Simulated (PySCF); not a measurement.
Method: B3LYP-D3(BJ)/def2-TZVP // TPSS-D3(BJ)/def2-SVP run with PySCF. Isolated molecules, 0 K electronic values unless said otherwise. B3LYP has the VWN-RPA correlation part, as in Gaussian. 

Reference species: [Zr(F)3(Cl)] (neutral, multiplicity 1).

* **dipole moment**: 0.04 D

Changed species: [Zr(F)4] (Y = F; the reference has Y = Cl).

Problem. Predict the effect on the dipole moment.

Solution. the dipole moment stays essentially unchanged.
